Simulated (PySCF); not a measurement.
GaF₂Cl, SMILES [F][Ga]([F])[Cl]. Atoms are numbered in the order given.

```xyz
4

Ga     0.0000     0.0000    -0.2967
F      0.0000    -1.4825    -1.1946
F      0.0000     1.4825    -1.1946
Cl     0.0000     0.0000     1.8060
```
Charge 0, spin multiplicity 1.

Geometry optimised at ωB97X-D3(BJ)/def2-SVP.

Computed with HF/def2-TZVPD run with PySCF.

ESP charges are fitted to the potential on shells at 1.4 to 2.0 van der Waals radii. Atomic charges (e):

| atom | ESP fit | meta-Löwdin |
|---|---|---|
| Ga1 | 1.23 | 1.45 |
| F2 | -0.47 | -0.57 |
| F3 | -0.47 | -0.57 |
| Cl4 | -0.30 | -0.30 |
